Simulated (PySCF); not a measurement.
## Br2: one state, many levels of theory

State: ¹Σg⁺ (singlet), closed shell. Set-up: Br def2-TZVPP; no relativity (PySCF 2.14). De refers to Br + Br in their high-spin ground configurations, without counterpoise correction.

| Level | Re (Å) | ωe (cm⁻¹) | De (eV) | CPU s a point (SCF and correlation, without the integrals) |
| --- | --- | --- | --- | --- |
| RHF | 2.277 | 354 | 0.67 | 0.63 |
| RHF-MP2 | 2.274 | 341 | 2.21 | 1.2 |
| RHF-SCS-MP2 | 2.289 | 332 | 2.07 | n/a |
| RHF-CCSD | 2.291 | 330 | 1.90 | n/a |
| RHF-CCSD(T) | 2.300 | 320 | 2.05 | 54 |
| PBE | 2.311 | 314 | 2.49 | 1.8 |
| BLYP | 2.350 | 294 | 2.23 | 1.4 |
| r²SCAN | 2.296 | 324 | 2.30 | 3 |
| M06-L | 2.296 | 318 | 2.16 | 2.8 |
| r²SCANh | 2.287 | 331 | 2.22 | 3.6 |
| PBE0 | 2.281 | 336 | 2.26 | 5.4 |
| M06 | 2.289 | 331 | 2.14 | 3.6 |
| ωB97M-V | 2.282 | 343 | 2.13 | 9 |

Measured (Huber and Herzberg, Constants of Diatomic Molecules (1979)): Re = 2.28105 Å, ωe = 325.321 cm⁻¹.

The bond length runs from 2.274 Å (RHF-MP2) to 2.350 Å (BLYP). De spans 0.67 eV (RHF, mean field) to 2.49 eV (PBE, GGA). Correlation at CCSD(T) changes the Hartree–Fock bond energy by +1.38 eV; the triples alone change it by +0.15 eV.

Correlated steps freeze 18 core orbitals. Where the molecule has an RHF reference, its open-shell atoms are computed with UHF.

The whole job (state search and all levels along the bond) took about 7.9 min on 2 threads of Arm Neoverse V1 (shared host), peak memory 2.6 GiB.
